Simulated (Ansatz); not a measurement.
Si(eta1-allyl)Me3 (C₆H₁₄Si). Total charge 0; triplet. Geometry PBE-D4/def2-SVP, that of the neutral singlet; atoms count from 1.

Cartesian coordinates in Å:
```
Si -0.0145 0.7143 -0.1653
C -1.1514 -0.8117 0.0849
C -0.4006 -2.1000 -0.0358
C 0.0349 -2.8651 0.9847
H -1.9646 -0.7489 -0.6715
H -1.6235 -0.7132 1.0866
H -0.1477 -2.4146 -1.0658
H -0.1844 -2.6053 2.0342
H 0.6192 -3.7810 0.8068
C -1.0868 2.2758 -0.1485
H -1.8326 2.2602 -0.9702
H -0.4661 3.1873 -0.2735
H -1.6392 2.3731 0.8090
C 0.8818 0.5638 -1.8268
H 1.5328 1.4441 -2.0078
H 0.1629 0.4974 -2.6698
H 1.5235 -0.3408 -1.8539
C 1.2416 0.7614 1.2472
H 1.8014 -0.1948 1.3009
H 0.7388 0.9148 2.2245
H 1.9743 1.5831 1.1099
```

At PBE0-D4/def2-TZVP a singlet of charge 0 lies 3.99 eV below the triplet at the same geometry.

Q: Estimate the Mulliken populations from the PBE0/def2-TZVP orbitals of Ansatz.

A: 
```csv
atom,charge (e),spin (α − β)
Si1,0.33,0.08
C2,-0.27,-0.04
C3,-0.13,0.91
C4,-0.33,1.14
H5,0.13,0.04
H6,0.12,0.02
H7,0.13,-0.06
H8,0.13,-0.06
H9,0.14,-0.05
C10,-0.48,0.02
H11,0.13,0.00
H12,0.13,0.00
H13,0.13,0.00
C14,-0.49,0.00
H15,0.13,0.00
H16,0.13,0.00
H17,0.14,0.00
C18,-0.48,0.00
H19,0.15,0.00
H20,0.13,0.00
H21,0.13,0.00
```
Mulliken values depend strongly on the basis.

Q: Where does the spin sit?

A: Summed by element: Si 0.08, C 2.03, H -0.11, of 2 unpaired in all. Largest on single atoms: C4 1.14, C3 0.91, Si1 0.08.

Q: And the Mayer bond orders between heavy atoms (over 0.3)?

A: Si1–C2 0.91 (1.92 Å); Si1–C10 1.00 (1.89 Å); Si1–C14 1.00 (1.89 Å); Si1–C18 1.00 (1.89 Å); C2–C3 1.06 (1.50 Å); C3–C4 0.94 (1.35 Å).
